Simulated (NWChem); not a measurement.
Species: hydrogen iodide (HI); SMILES I

Program: NWChem. def2 effective core potentials on I; no spin-orbit coupling. The level has its own optimisation; frequencies are unscaled.

Problem. What does the run give for BP86/def2-TZVP (core potentials)? Quantities: r H–I (Å); highest harmonic frequency (cm⁻¹); zero-point energy (kcal/mol).

Solution. 
```
Item                               Result
---------------------------------  ------
r H–I (Å)                           1.625
highest harmonic frequency (cm⁻¹)    2242
zero-point energy (kcal/mol)          3.2
```
